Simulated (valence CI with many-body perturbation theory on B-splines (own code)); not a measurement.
# Pb⁴⁰⁺: what each term of the Hamiltonian does

Calculated by valence CI with perturbative core correlation (CI+MBPT): six valence electrons over a frozen Dirac-Fock core [Kr], a basis of 7 s, 7 p, 8 d, 6 f, 4 g, 1 h functions for each j, with the one-electron correlation potential Σ1 (screened to all orders), the two-electron term Σ2, the three-electron term Σ3, Breit, model QED; selected single and double excitations, second order for the rest, scaled by the run's own slope (own B-spline code, finite nucleus).

No measured spectrum was set against this ion. As an estimate, large intervals hold to a few tenths of a per cent, small ones and those within an open d or f shell to about a per cent. Core correlation moves these levels by up to 11000 cm⁻¹, and in measured spectra 5 to 20 % of such shifts remained as error; rates that hang on mixing are uncertain with them. Among the levels kept, up to 720 cm⁻¹ of a level comes from second order outside the variational space, and about a tenth of that is noise between levels of different J, which matters for small intervals. Only levels of the ground parity were solved; by the run's estimate the other parity begins above the list, which can be wrong where configurations are misplaced.

Each rung adds one term. CI alone is the Dirac-Coulomb CI over the frozen core; QED comes last and gives the full result, which names the levels. Energies are above (4d3/2^4 4d5/2^2) J=4 on the same rung, in eV.

Levels are named by their leading jj configuration (3d3/2^4 stands for four electrons in 3d with j = 3/2), which in mixed levels can hold well under half, so a name can repeat and another be missing. Letters in brackets count levels of one name in rising energy.

| Level | CI alone |
| --- | --- |
| (4d3/2^4 4d5/2^2) J=2 | 3.262 |
| (4d3/2^4 4d5/2^2) J=0 | 10.843 |
| (4d3/2^3 4d5/2^3) J=3 [a] | 26.948 |
| (4d3/2^3 4d5/2^3) J=4 [a] | 27.996 |
| (4d3/2^3 4d5/2^3) J=1 [a] | 28.972 |
| (4d3/2^3 4d5/2^3) J=5 | 32.210 |
| (4d3/2^3 4d5/2^3) J=6 | 32.741 |
| (4d3/2^3 4d5/2^3) J=2 [a] | 34.732 |
| (4d3/2^3 4d5/2^3) J=3 [b] | 35.472 |
| (4d3/2^3 4d5/2^3) J=0 | 39.306 |
| (4d3/2^3 4d5/2^3) J=1 [b] | 41.116 |
| (4d3/2^3 4d5/2^3) J=2 [b] | 41.480 |
| (4d3/2^3 4d5/2^3) J=4 [b] | 41.748 |
| (4d3/2^3 4d5/2^3) J=3 [c] | 42.539 |
| (4d3/2^2 4d5/2^4) J=2 [a] | 56.851 |
| (4d3/2^2 4d5/2^4) J=0 [a] | 58.017 |

(1) What do these energies become with core correlation, Breit and QED?

(2) How does the ionisation energy move along the ladder, and which term matters most?

Results:

(1) (4d3/2^4 4d5/2^2) J=2 3.193 (-0.0694); (4d3/2^4 4d5/2^2) J=0 11.064 (+0.2206); (4d3/2^3 4d5/2^3) J=3 [a] 26.996 (+0.0472); (4d3/2^3 4d5/2^3) J=4 [a] 27.796 (-0.2003); (4d3/2^3 4d5/2^3) J=1 [a] 29.101 (+0.1288); (4d3/2^3 4d5/2^3) J=5 31.501 (-0.7091); (4d3/2^3 4d5/2^3) J=6 31.818 (-0.9227); (4d3/2^3 4d5/2^3) J=2 [a] 34.174 (-0.5578); (4d3/2^3 4d5/2^3) J=3 [b] 34.908 (-0.5640); (4d3/2^3 4d5/2^3) J=0 38.436 (-0.8693); (4d3/2^3 4d5/2^3) J=1 [b] 40.489 (-0.6269); (4d3/2^3 4d5/2^3) J=2 [b] 40.899 (-0.5805); (4d3/2^3 4d5/2^3) J=4 [b] 40.928 (-0.8207); (4d3/2^3 4d5/2^3) J=3 [c] 41.657 (-0.8822); (4d3/2^2 4d5/2^4) J=2 [a] 56.811 (-0.0401); (4d3/2^2 4d5/2^4) J=0 [a] 58.170 (+0.1532).

(2) CI alone 1939.8, + Σ1 1942.4, + Σ2 1946.6, + Σ3 1946.7, + Breit 1946.0, + QED 1946.0 eV. The largest step is Σ2, 4.2 eV. NIST lists 1945 ± 4 eV (theoretical).
